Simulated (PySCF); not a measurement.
# Ionisation energy of Se(2+) by level of theory

Se(2+) [Ar] 3d10 4s2 4p2 (3P) → Se(3+) [Ar] 3d10 4s2 4p1 (2P), as a difference of total energies. All numbers are calculated (PySCF 2.14, scalar relativity by spin-free X2C-1e, in ANO-RCC-VTZP). Correlated levels: valence: [Ar] 3d10 frozen. The calculations carry no spin-orbit coupling.

Task: Order these methods by the ionisation energy they give, lowest first.
A. CCSD (valence)
B. SCS-MP2 (valence)
C. MP2 (valence)
D. CCSDT (valence)

Result: B (31.305 eV), C (31.381 eV), A (31.415 eV), D (31.441 eV).

The reference lies between the lowest fine-structure levels, while these numbers refer to the centres of the terms.

Errors of the correlated levels include the incompleteness of this basis and the frozen core.

For comparison: 31.697 ± 0.019 eV (measured; NIST Atomic Spectra Database, ionization energies).
